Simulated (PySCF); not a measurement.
## Nuclear quadrupole coupling in `[O-]C1(C2CC2)CC1`

Compound: C6H9O (charge -1).
Z-matrix (Å and degrees, GFN2-xTB geometry), rows numbered from 1:
```
O 
C   1  1.2939
C   2  1.5421  1  114.15
C   3  1.5001  2  126.43  1   174.05
C   3  1.4992  2  122.47  1    99.52
C   2  1.5370  1  123.14  3   146.02
C   6  1.5154  2   60.84  1   111.37
H   3  1.0868  2  109.51  1   -39.84
H   4  1.0851  3  118.82  5  -107.81
H   4  1.0806  3  119.23  5   107.50
H   5  1.0810  3  117.72  4  -107.68
H   5  1.0842  3  119.63  4   107.81
H   6  1.0855  2  121.85  7   106.47
H   6  1.0831  2  117.37  7  -106.61
H   7  1.0855  2  120.42  6  -106.48
H   7  1.0829  2  118.18  6   106.42
```

Field gradients from the PBE0/pcSseg-1 density (PySCF, non-relativistic), principal values in atomic units, ordered |Vxx| ≤ |Vyy| ≤ |Vzz|:

| atom | Vxx | Vyy | Vzz |
| --- | --- | --- | --- |
| O1 | -0.8133 | -0.8600 | 1.6733 |

Question: Find the asymmetry η = (Vxx − Vyy)/Vzz and the couplings χ = eQV/h (234.96 MHz × Q in barn × V in au), with Q(17O) = −0.0256 b.

Answer: 
| atom | environment | nucleus | η | χzz (MHz) | χxx (MHz) | χyy (MHz) |
| --- | --- | --- | --- | --- | --- | --- |
| O1 | alkoxide oxygen | 17O | 0.03 | -10.07 | 4.89 | 5.17 |

The gradient is axial or nearly so (η below 0.05) at O1. 

Question: What is Vzz at O1 in SI units (1 au = 9.71736 × 10²¹ V/m²)?

Answer: 1.6733 au = 16.260 × 10²¹ V/m².

Question: And the gradient at the other heavy atoms, for which no coupling is worked out here?

Answer: 
```
atom                 environment  Vzz (au)     η
  C2  sp3 carbon bound to oxygen     0.156  0.14
  C3  three-membered-ring carbon     0.164  0.61
  C4  three-membered-ring carbon     0.191  0.90
  C5  three-membered-ring carbon     0.195  0.74
  C6  three-membered-ring carbon    -0.259  0.73
  C7  three-membered-ring carbon    -0.262  0.78
```

Question: What couplings would deuterons (Q(2H) = 0.00286 b) have in place of the hydrogens, at this geometry?

Answer: 
```csv
atom,bonded to,bond length (Å),Vzz (au),η,χzz (kHz)
H8,C3,1.087,0.3225,0.05,217
H9,C4,1.085,0.3305,0.08,222
H10,C4,1.081,0.3355,0.08,225
H11,C5,1.081,0.3343,0.09,225
H12,C5,1.084,0.3319,0.08,223
H13,C6,1.086,0.3337,0.09,224
H14,C6,1.083,0.3368,0.09,226
H15,C7,1.085,0.3332,0.10,224
H16,C7,1.083,0.3382,0.10,227
```

Isolated species at its GFN2-xTB geometry (one conformer only). The pcSseg-1 basis has no diffuse functions, a weakness for an anion. The HOMO energy is positive at this level (+0.75 eV), so the outermost electrons may be held by the finite basis alone. GFN2-xTB bond lengths can be off by several hundredths of an ångström, more for odd bonds, and the gradients follow them. With so small a basis the couplings can be 20 % off.
